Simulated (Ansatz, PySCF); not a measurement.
C4H4N, SMILES [c]1cc[nH]c1, multiplicity 2. Atoms are numbered in the order given.

```xyz
9

C      1.2487     0.1004     0.0000
C      0.5509    -1.0842     0.0000
N     -0.7811    -0.7214     0.0000
C     -0.9042     0.6444     0.0000
C      0.3696     1.2031     0.0000
H      0.8630    -2.1261     0.0000
H     -1.5589    -1.3703     0.0000
H     -1.8842     1.1205     0.0000
H      0.6057     2.2658     0.0000
```
Charge 0, spin multiplicity 2.

Geometry: r2SCAN-D4/def2-SVP. The isomer is the one that the SMILES or the coordinates give; other isomers of the formula were not compared.

Two levels are set side by side: PBE-D3(BJ)/def2-SVP (Ansatz, a first-principles code) and r2SCAN-D4/def2-SVP (Ansatz). Each level has its own optimised geometry; the coordinates shown are those of the second. Frequencies come from the Hessian of PySCF at each geometry. Differences are taken from unrounded values.

| quantity | r2SCAN-D4 | PBE-D3(BJ) | PBE-D3(BJ) minus r2SCAN-D4 |
|---|---|---|---|
| mean bond length (Å) | 1.245 | 1.251 | 0.006 |
| bond C1–C2 (Å) | 1.375 | 1.381 | 0.006 |
| bond C1–C5 (Å) | 1.410 | 1.414 | 0.004 |
| bond C2–N3 (Å) | 1.381 | 1.386 | 0.005 |
| bond N3–C4 (Å) | 1.371 | 1.377 | 0.005 |
| bond C4–C5 (Å) | 1.391 | 1.398 | 0.007 |
| bond C2–H6 (Å) | 1.088 | 1.094 | 0.007 |
| bond N3–H7 (Å) | 1.013 | 1.020 | 0.007 |
| bond C4–H8 (Å) | 1.089 | 1.096 | 0.007 |
| bond C5–H9 (Å) | 1.089 | 1.095 | 0.007 |
| highest harmonic wavenumber (cm⁻¹) | 3649 | 3566 | -83 |
| mean harmonic wavenumber (cm⁻¹) | 1458 | 1422 | -37 |
| zero-point energy (kcal/mol) | 43.77 | 42.68 | -1.10 |
